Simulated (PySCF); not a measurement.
ZrI2, SMILES [I][Zr][I] (connectivity only; charge and spin as stated), neutral, multiplicity 3.

The structure is a stationary point at PBE-D3(BJ)/def2-SVP. The spin state was assumed, not searched. The def2 effective core potentials stand for the cores of I, Zr; spin–orbit coupling is left out.

Two levels are set side by side: PBE/def2-TZVPD (PySCF) and ωB97X/def2-TZVPD (PySCF). Same geometry, gas phase. Differences are taken from unrounded values.

```json
[
 {"quantity": "α-spin orbital gap (eV)", "PBE": "0.65"},
 {"quantity": "β-spin orbital gap (eV)", "PBE": "3.45"},
 {"quantity": "mean polarisability (bohr³)", "PBE": "140.5"}
]
```

Task: These are the PBE values. What does ωB97X give? (Estimate from the structure and the level; the computed values follow.)

Result: 
| quantity | ωB97X | PBE minus ωB97X |
|---|---|---|
| α-spin orbital gap (eV) | 7.40 | -6.76 |
| β-spin orbital gap (eV) | 7.63 | -4.19 |
| mean polarisability (bohr³) | 126.6 | 14.0 |

Loosely held outer electrons make PBE densities more polarisable. Differences between two approximate levels are no errors against the true value.

Rough cost on one machine, each run with all the roots and properties that it gave: ωB97X against PBE within a factor of 2.
